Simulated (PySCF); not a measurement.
A structure optimised at PBE-D3(BJ)/def2-SVP, used in a PySCF frequency run:

```
Si
F 1 1.6438
C 1 1.8685 2 108.19
H 3 1.1076 1 110.78 2 58.01
H 3 1.1083 4 108.34 1 -121.47
H 3 1.1099 4 108.57 5 -117.78
C 1 1.8685 2 108.19 3 -124.84
H 7 1.1076 1 110.78 2 -58.01
H 7 1.1083 8 108.34 1 121.47
H 7 1.1099 8 108.57 9 117.78
I 1 2.4747 2 107.05 3 117.58
```
Charge 0, spin multiplicity 1.

Q: Write its SMILES, formula and point group.

A: C[Si](C)(F)I, C2H6FISi, Cs

Q: What are its rotational constants (standard atomic weights)?

A: 3.3131, 1.0809, 1.0541 GHz
